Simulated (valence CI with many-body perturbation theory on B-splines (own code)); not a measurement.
Results of a calculation; reference values are marked as such.
Os36+: what each term of the Hamiltonian does

Method: valence CI with perturbative core correlation (CI+MBPT): four valence electrons over a frozen Dirac-Fock core [Kr], radial functions for each j: 9 s, 9 p, 10 d, 8 f, 5 g, 3 h, 1 i, with the one-electron correlation potential Σ1 (screened to all orders), the two-electron term Σ2, the three-electron term Σ3, Breit, model QED; selected single and double excitations, second order for the rest (own B-spline code, finite nucleus).

No measured spectrum was set against this ion. As an estimate, large intervals hold to a few tenths of a per cent, small ones and those within an open d or f shell to about a per cent. Only levels of the ground parity were solved; by the run's estimate the other parity begins above the list, which can be wrong where configurations are misplaced.

Each rung adds one term. CI alone is the Dirac-Coulomb CI over the frozen core; QED comes last and gives the full result, which names the levels. Energies are above (4d3/2^4) J=0 on the same rung, in cm⁻¹.

Levels are named by their leading jj configuration (3d3/2^4 stands for four electrons in 3d with j = 3/2), which in mixed levels can hold well under half, so a name can repeat and another be missing. Letters in brackets count levels of one name in rising energy.

```
                    Level  CI alone
      (4d3/2^3 4d5/2) J=1    139630
      (4d3/2^3 4d5/2) J=4    185908
      (4d3/2^3 4d5/2) J=2    187056
      (4d3/2^3 4d5/2) J=3    200297
(4d3/2^2 4d5/2^2) J=0 [a]    309433
(4d3/2^2 4d5/2^2) J=2 [a]    315265
(4d3/2^2 4d5/2^2) J=4 [a]    323302
(4d3/2^2 4d5/2^2) J=3 [a]    327648
    (4d3/2^2 4d5/2^2) J=5    346503
    (4d3/2^2 4d5/2^2) J=1    353899
    (4d3/2^2 4d5/2^2) J=6    359959
(4d3/2^2 4d5/2^2) J=3 [b]    370498
(4d3/2^2 4d5/2^2) J=4 [b]    373494
(4d3/2^2 4d5/2^2) J=2 [b]    375246
(4d3/2^2 4d5/2^2) J=2 [c]    412579
(4d3/2^2 4d5/2^2) J=4 [c]    430667
```

(1) What do these energies become with core correlation, Breit and QED?

(2) How does the ionisation energy move along the ladder, and which term matters most?

## Answers

(1) (4d3/2^3 4d5/2) J=1 138476 (-1154); (4d3/2^3 4d5/2) J=4 179816 (-6092); (4d3/2^3 4d5/2) J=2 183086 (-3970); (4d3/2^3 4d5/2) J=3 194702 (-5595); (4d3/2^2 4d5/2^2) J=0 [a] 306505 (-2928); (4d3/2^2 4d5/2^2) J=2 [a] 310899 (-4366); (4d3/2^2 4d5/2^2) J=4 [a] 317089 (-6214); (4d3/2^2 4d5/2^2) J=3 [a] 321282 (-6365); (4d3/2^2 4d5/2^2) J=5 337012 (-9491); (4d3/2^2 4d5/2^2) J=1 347972 (-5927); (4d3/2^2 4d5/2^2) J=6 348616 (-11343); (4d3/2^2 4d5/2^2) J=3 [b] 361353 (-9145); (4d3/2^2 4d5/2^2) J=4 [b] 363188 (-10306); (4d3/2^2 4d5/2^2) J=2 [b] 366998 (-8248); (4d3/2^2 4d5/2^2) J=2 [c] 406825 (-5754); (4d3/2^2 4d5/2^2) J=4 [c] 420244 (-10423).

(2) CI alone 1602.8, + Σ1 1605.6, + Σ2 1608.0, + Σ3 1608.0, + Breit 1606.9, + QED 1607.0 eV. The largest step is Σ1, 2.8 eV. NIST lists 1606 ± 5 eV (theoretical).
